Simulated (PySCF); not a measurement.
CNO (SMILES [N]=C=O), doublet, at a GFN2-xTB geometry, with bond 1-2 at 1.6 times its length. Base run: M062X/cc-pVTZ (PySCF).

Input for PySCF:
```python
from pyscf import gto, scf, dft

mol = gto.M(
    atom='''
N     0.00000000    0.00000000   -1.96274320
C    -0.00000000   -0.00000000   -0.04267674
O     0.00000000    0.00000000    1.11938605
''',
    basis='cc-pvtz',
    spin=1,
    verbose=4,
)

mf = dft.UKS(mol)
mf.xc = 'm062x'
mf.kernel()
```

Each row names what was changed in the base input (with any setting that the change needs).

```json
[
 {"change": "base", "ΔE vs base (mEh)": "0.000", "SCF cycles": "24", "<S^2>": "0.762", "outcome": "converged"},
 {"change": "DIIS = ADIIS", "ΔE vs base (mEh)": "-", "SCF cycles": "50", "<S^2>": "-", "outcome": "not converged"},
 {"change": "level_shift = 1.0 (with mf.max_cycle = 100)", "ΔE vs base (mEh)": "-0.013", "SCF cycles": "58", "<S^2>": "0.762", "outcome": "converged"},
 {"change": "level_shift = 0.1 (with mf.max_cycle = 100)", "ΔE vs base (mEh)": "0.000", "SCF cycles": "77", "<S^2>": "0.762", "outcome": "converged"},
 {"change": "init_guess = sap", "ΔE vs base (mEh)": "-0.008", "SCF cycles": "30", "<S^2>": "0.762", "outcome": "converged"},
 {"change": "diis = off (with mf.max_cycle = 100)", "ΔE vs base (mEh)": "-", "SCF cycles": "100", "<S^2>": "-", "outcome": "not converged"},
 {"change": "level_shift = 0.5 (with mf.max_cycle = 100)", "ΔE vs base (mEh)": "-", "SCF cycles": "100", "<S^2>": "-", "outcome": "not converged"},
 {"change": "solver = newton", "ΔE vs base (mEh)": "0.000", "SCF cycles": "-", "<S^2>": "0.762", "outcome": "converged"},
 {"change": "conv_tol = 1e-11", "ΔE vs base (mEh)": "0.000", "SCF cycles": "28", "<S^2>": "0.762", "outcome": "converged"},
 {"change": "diis = off; damp = 0.3 (with mf.diis_start_cycle = 200; with mf.max_cycle = 150)", "ΔE vs base (mEh)": "-", "SCF cycles": "150", "<S^2>": "-", "outcome": "not converged"},
 {"change": "conv_tol_grad = 1e-7", "ΔE vs base (mEh)": "0.000", "SCF cycles": "29", "<S^2>": "0.762", "outcome": "converged"},
 {"change": "diis = off; damp = 0.6 (with mf.diis_start_cycle = 200; with mf.max_cycle = 150)", "ΔE vs base (mEh)": "-", "SCF cycles": "150", "<S^2>": "-", "outcome": "not converged"},
 {"change": "solver = newton; init_guess = 1e", "ΔE vs base (mEh)": "214.2", "SCF cycles": "-", "<S^2>": "0.964", "outcome": "another SCF solution"}
]
```

A guess, shift, damping, solver or small numerical setting can't move a converged solution much, so rows marked as another SCF solution ended in a different state.

Open shells are given as the SCF converged; they aren't shown to be the lowest states, and a large step between rows can be another state.
